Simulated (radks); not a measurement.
Problem. These are the eigenvalues of the occupied orbitals of an atom or ion with whole-number occupations (eV). All-electron calculation, scalar-relativistic Kohn-Sham, BLYP, spin-polarised, spherical densities, finite nucleus; Fermi nuclear charge, rms radius of each element as measured or else 0.836 A^(1/3) + 0.57 fm. Program: a radial shooting solver on a logarithmic mesh with Libxc functionals.

orbital  eigenvalue
1s up     -34412.37
1s down   -34412.31
2s up     -5386.661
2s down   -5386.635
2p up     -4837.777
2p down   -4837.734
3s up     -1130.595
3s down   -1130.550
3p up     -953.3203
3p down   -953.2693
3d up     -690.2602
3d down   -690.2112
4s up     -233.4766
4s down   -233.3701
4p up     -177.2576
4p down   -177.1473
4d up      -95.2100
4d down    -95.0526
5p up      -38.3963
5p down    -37.5730

Which element is it, and in what charge state? The configuration may be excited. Open shells, if any, are filled with parallel spins first.

Solution. Z = 54, xenon, charge +3: Xe3+ in [Kr] 4d10 5p5. The list shows which subshells hold electrons but not how many an open one holds; the 1s level, -1264.6 hartree, gives Z - s = 50.3 by -(Z - s)^2/2, which with screening and relativity narrows Z to a few neighbours, and the depths of the outer levels then fix element, charge and occupations together.
